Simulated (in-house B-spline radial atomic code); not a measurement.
Configurations of Si3+, with energies counted from [Ne] 3s1. Level of theory: scalar-relativistic (X2C) B3LYP, spin-polarised, spherical fractional occupations, exact exchange averaged over the configuration, Fermi nucleus of rms radius 3.1224 fm; calculated with an all-electron radial atomic-structure program (B-spline basis). Shells without spins written out take the highest spin.

Occupations are held fixed; configurations that lie above the ionisation limit could autoionise.

```json
{"configuration": "[Ne] 4d1", "E - E(ref) (eV)": "30.951", "highest orbital": "4d up", "its <r> (bohr)": "4.809"}
{"configuration": "[Ne] 4f1", "E - E(ref) (eV)": "32.05", "highest orbital": "4f up", "its <r> (bohr)": "4.42"}
{"configuration": "[He] 2s2 2p5 3s1 4s1", "E - E(ref) (eV)": "126.57", "highest orbital": "4s up", "its <r> (bohr)": "3.641"}
{"configuration": "[He] 2s2 2p5 3s1 4p1", "E - E(ref) (eV)": "129.68", "highest orbital": "4p up", "its <r> (bohr)": "3.978"}
{"configuration": "[He] 2s2 2p5 3s1 4d1", "E - E(ref) (eV)": "133.77", "highest orbital": "4d up", "its <r> (bohr)": "4.538"}
{"configuration": "[He] 2s1 2p6 3s1 3p1", "E - E(ref) (eV)": "152.08", "highest orbital": "3p up", "its <r> (bohr)": "1.858"}
```

(1) Order these further configurations by energy, lowest first.
A. [He] 2s2 2p5 3s1 3p1
B. [He] 2s1 2p6 3s1 4d1
C. [He] 2s1 2p6 3s2
D. [He] 2s2 2p5 3s1 3d1
E. [He] 2s1 2p6 3s1 4p1

(2) How far above the reference does [Ne] 3p1 lie?

Answers

(1) A (107.4 eV), D (120.36 eV), C (144.88 eV), E (174.26 eV), B (178.3 eV).

(2) 8.8067 eV; its least bound orbital is 3p up with <r> = 2.03 bohr.
